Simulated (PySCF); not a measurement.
Al(H)(OMe)(SeH) (CH5AlOSe), SMILES [AlH]([O]C)[SeH]. Atoms are numbered in the order given.

```xyz
9

Al     1.0594     0.5420     0.0000
H      2.6436     0.4912     0.0000
O      0.3235     2.0848     0.0000
C     -0.9658     2.6344     0.0000
H     -1.7735     1.8646     0.0000
H     -1.1159     3.2770     0.8966
H     -1.1159     3.2770    -0.8966
Se    -0.2976    -1.3595     0.0000
H      0.9156    -2.2176     0.0000
```

Coordinates come from a PBE-D3(BJ)/def2-SVP optimisation. Other conformers were not sampled.

These are PBE/pcSseg-1 run with PySCF values and carry that method's errors.

GIAO shieldings, no solvent; atoms alike by connectivity are averaged. δ = σ(ref) − σ: ¹H against TMS (σ = 31.49 ppm); ¹⁷O against H2O (σ = 334.3 ppm); ¹³C against TMS (σ = 182.0 ppm); ⁷⁷Se against Me2Se (σ = 1634.8 ppm), references at their B3LYP-D3(BJ)/def2-TZVP geometries, non-relativistic.

```csv
atoms,nucleus,count,δ (ppm)
H2,¹H,1,[?]
"H5, H6, H7",¹H,3,4.65
H9,¹H,1,[?]
O3,¹⁷O,1,93.4
C4,¹³C,1,61.4
Se8,⁷⁷Se,1,[?]
```

Question: Some entries are withheld; supply them. (An estimate is asked for; the answer gives what the named calculation found.)

Answer: 
- H2, δ (ppm): 5.17
- Se8, δ (ppm): -405.3
- H9, δ (ppm): 0.69
